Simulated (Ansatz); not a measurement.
`[SiH3]NC=S`, relaxed with RKS PBE0-D4/def2-TZVP in the Gaussian-basis code of Ansatz from a PBE-D4/def2-SVP geometry. The force threshold is 0.005 eV/Å; the program also tests the step.

The species carries charge 0 and has multiplicity 1.

Start:

```xyz
9

Si   -0.588   -0.382    1.128
N    -0.196    0.442   -0.407
C     0.891    0.191   -1.192
S     1.266    0.956   -2.599
H     0.560   -0.245    2.087
H    -1.811    0.308    1.651
H    -0.864   -1.841    0.896
H    -0.799    1.188   -0.780
H     1.541   -0.617   -0.783
```

How much energy does the relaxation release, and in how many steps? (Best estimate.)

Ansatz gave: 1.38 kcal/mol, in 32 steps, 5 of them rejected.

Which bonds change most? (An estimate is asked.)

Ansatz gave: Si1–N2 from 1.786 to 1.753 Å; C3–H9 from 1.115 to 1.093 Å; Si1–H5 from 1.502 to 1.480 Å; Si1–H7 from 1.503 to 1.483 Å.

Give the relaxed structure. (Estimate.)

Ansatz gave: 
```xyz
9

Si   -0.618   -0.414    1.084
N    -0.264    0.228   -0.509
C     0.958    0.382   -1.057
S     1.278    0.979   -2.537
H     0.693   -0.744    1.688
H    -1.336    0.603    1.890
H    -1.469   -1.623    0.963
H    -1.010    0.529   -1.126
H     1.766    0.059   -0.395
```
